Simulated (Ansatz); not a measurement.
`C=C[SiH2]O[SiH3]` + HBr → `C=C[SiH2]Br` + `O[SiH3]` at 298.15 K and 1 bar (ligand exchange at the Si–O bond).

Calculated with Ansatz (gas phase, PBE0-D4/def2-TZVP geometries, no zero-point term in ΔE). CBS: MP2 limit from def2 TZ/QZ plus the TZ coupled-cluster correction, frozen cores. For Br outer-core shells are correlated without core-valence functions, which leaves a few kJ/mol of doubt a bond. Scalar relativity is left out up to krypton. One conformer a species, not always the lowest.

| species | CCSD(T)/CBS energy (Eh) | H − E (kJ/mol) | S (J/(mol·K)) |
| --- | --- | --- | --- |
| `C=C[SiH2]O[SiH3]` | -734.31143 | 259.9 | 386.1 |
| HBr | -2573.91920 | 24.6 | 198.6 |
| `C=C[SiH2]Br` | -2941.53535 | 177.4 | 331.7 |
| `O[SiH3]` | -366.69042 | 113.6 | 257.8 |

H − E and S are ideal-gas, rigid-rotor, harmonic terms from PBE0-D4/def2-TZVP, for one conformer and one mirror image of each species. 1 Eh = 2625.50 kJ/mol, R = 8.31446 J/(mol·K).

Problem. By hand: ΔE, ΔH, ΔS and ΔG.

Solution. ΔE = (-2941.53535) + (-366.69042) − (-734.31143) − (-2573.91920) = 0.00486 Eh = 12.8 kJ/mol. Δ(H − E) = 177.4 + 113.6 − 259.9 − 24.6 = 6.5, so ΔH = 19.3 kJ/mol. ΔS = 331.7 + 257.8 − 386.1 − 198.6 = 4.8 J/(mol·K). ΔG = 19.3 − 298.15 × (4.8)/1000 = 17.9 kJ/mol.

Problem. By hand: the equilibrium constant, and the temperature at which ΔG would vanish if ΔH and ΔS stayed fixed.

Solution. log₁₀ K = −ΔG/(RT ln 10) = -3.1. ΔG = 0 at ΔH/ΔS = 4021 K, far beyond where these terms or the molecules hold.

The number of gas molecules stays the same, so ΔS is small and ΔH decides. A doubt of 5 kJ/mol in ΔE shifts log₁₀ K by 0.9 here. Other conformers and mirror images would add mixing entropy, several J/(mol·K) or more a flexible species. Modes under 60 cm⁻¹, often nearly free rotors, make the harmonic entropy too high. These are equilibria of isolated gas molecules and say nothing of rates. Largest T1 diagnostic: 0.011 (customary marks: 0.02 for closed shells, 0.045 for open ones).
